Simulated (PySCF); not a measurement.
Input file for PySCF: D3(BJ) and D4 dispersion corrections on C3H9F (a complex), monomers drawn apart or pushed together.

```python
from pyscf import gto
from pyscf.dispersion import dftd3, dftd4

mol = gto.M(
    atom='''
    F    -0.36194887    0.09118167    0.36872664
    H    -0.49782354    0.35622851    1.24795816
    C     0.83777249   -1.11021373    3.89564398
    C     0.09787917   -0.06355329    4.72451645
    C    -0.71474267    0.90400252    3.86798124
    H     1.41050168   -1.78819021    4.53032623
    H     0.14185084   -1.71455410    3.30858285
    H     1.53548551   -0.64138446    3.19738177
    H     0.81507596    0.50345029    5.32432432
    H    -0.56861748   -0.56159405    5.43400505
    H    -1.23953483    1.64686246    4.47051401
    H    -0.06488057    1.45860652    3.18171238
    H    -1.47909351    0.36929437    3.29290547
    ''',
    basis='def2-svp',
    charge=0, spin=0, verbose=0, max_memory=1800)
d3, d4 = {}, {}
for xc in ['hf', 'pbe', 'blyp', 'revpbe', 'tpss', 'r2scan', 'b3lyp', 'pbe0', 'bhlyp', 'camb3lyp', 'b2plyp']:
    d3[xc] = float(dftd3.DFTD3Dispersion(mol, xc=xc, version='d3bj', atm=False).get_dispersion()['energy'])
    print(f'D3(BJ) {xc:10s} {d3[xc]:14.8f} Eh')
for xc in ['hf', 'pbe', 'blyp', 'revpbe', 'tpss', 'r2scan', 'b3lyp', 'pbe0', 'bhlyp', 'camb3lyp', 'b2plyp']:
    d4[xc] = float(dftd4.DFTD4Dispersion(mol, xc={'camb3lyp': 'cam-b3lyp'}.get(xc, xc), atm=True).get_dispersion()['energy'])
    print(f'D4     {xc:10s} {d4[xc]:14.8f} Eh')
```

Program output:

```
D3(BJ) hf            -0.05444858 Eh
D3(BJ) pbe           -0.00718068 Eh
D3(BJ) blyp          -0.01434168 Eh
D3(BJ) revpbe        -0.01863051 Eh
D3(BJ) tpss          -0.00875148 Eh
D3(BJ) r2scan        -0.00204307 Eh
D3(BJ) b3lyp         -0.01162172 Eh
D3(BJ) pbe0          -0.00598214 Eh
D3(BJ) bhlyp         -0.00863099 Eh
D3(BJ) camb3lyp      -0.00504303 Eh
D3(BJ) b2plyp        -0.00511431 Eh
D4     hf            -0.02260382 Eh
D4     pbe           -0.00593365 Eh
D4     blyp          -0.01318464 Eh
D4     revpbe        -0.02117710 Eh
D4     tpss          -0.00799737 Eh
D4     r2scan        -0.00161168 Eh
D4     b3lyp         -0.00929504 Eh
D4     pbe0          -0.00497328 Eh
D4     bhlyp         -0.00618172 Eh
D4     camb3lyp      -0.00491636 Eh
D4     b2plyp        -0.00415139 Eh
```

The run finished.

Cost: very roughly 0.04 core-seconds.
